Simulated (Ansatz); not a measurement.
Ansatz (a first-principles code) input for (3E)-penta-1,3-diene (C5H8), SMILES C=C/C=C/C, PBE0/def2-TZVPD. Geometry: B3LYP-D3(BJ)/def2-SVP. The values are those of a single conformer.

Ansatz 0.2 input:
```yaml
crystal:
  periodic: [false, false, false]
  atoms:
    - {symbol: C, position_ang: [0.25895044, -2.53348537, -0.00000000]}
    - {symbol: C, position_ang: [-0.39506718, -1.36028007, -0.00000000]}
    - {symbol: C, position_ang: [0.24691391, -0.05356169, 0.00000000]}
    - {symbol: C, position_ang: [-0.41701818, 1.11675797, 0.00000000]}
    - {symbol: C, position_ang: [0.21585424, 2.47232990, 0.00000000]}
    - {symbol: H, position_ang: [1.35292223, -2.57425039, -0.00000000]}
    - {symbol: H, position_ang: [-0.27441355, -3.48696142, -0.00000000]}
    - {symbol: H, position_ang: [-1.49220693, -1.36007633, 0.00000000]}
    - {symbol: H, position_ang: [1.34464615, -0.04513191, 0.00000000]}
    - {symbol: H, position_ang: [-1.51480090, 1.08935611, 0.00000000]}
    - {symbol: H, position_ang: [-0.09437280, 3.05850552, -0.88336297]}
    - {symbol: H, position_ang: [1.31479930, 2.40948852, 0.00000000]}
    - {symbol: H, position_ang: [-0.09437280, 3.05850552, 0.88336296]}
basis:
  gaussian:
    orbitals: def2-TZVPD
hamiltonian:
  xc: {name: PBE0}
```

It prints:

```
WARN ansatz: RAYON_NUM_THREADS=2 ignored (pool sized by the plan → 2); use --threads N
Functional definition: PBE0
integrals: 0.15 GiB planned
1278 factors; their error is unknown
mean field: 1.64 GiB planned
mean field evaluation 1: about -5300.2496 eV, gradient 6.3e1 eV
mean field evaluation 2: about -5298.7881 eV, gradient 6.5e1 eV
mean field evaluation 4: about -5309.7767 eV, gradient 5.6e0 eV
mean field evaluation 8: about -5309.8483 eV, gradient 9.5e-2 eV
mean field evaluation 16: about -5309.8235 eV, gradient 1.2e-4 eV
mean field -5309.82352411 eV, -195.1324153835 hartree, gradient 5.2e-5 eV, S^2 0.000000; 0 other end points of the search recorded, 0 dependent functions left out
reference -5309.82356321 eV, -195.1324168203 hartree; 19, 19 occupied and 238, 238 virtual orbitals, 1278 factors
Total energy: -5309.82356321 eV, -195.1324168203 hartree
```

The calculation finished and met its thresholds.

Cost: about 5 core-seconds (a rough figure).
